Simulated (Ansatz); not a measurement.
C₂H₄Cl₂OSi, SMILES `C=C[Si](O)(Cl)Cl`, charge 0, multiplicity 1.

Problem. Give a relaxed structure at PBE0-D4/def2-TZVP (Ansatz). (Estimate.)

Solution. Computed: 
```xyz
10

C     1.559    0.511    0.664
C     0.272    0.333    0.950
Si   -0.930   -0.274   -0.293
O    -0.137   -0.519   -1.690
Cl   -1.820   -2.008    0.340
Cl   -2.449    1.075   -0.557
H     2.265    0.871    1.407
H     1.956    0.304   -0.324
H    -0.090    0.552    1.952
H    -0.626   -0.845   -2.447
```
Point group Cs.
This is one stationary point; other conformers may exist.
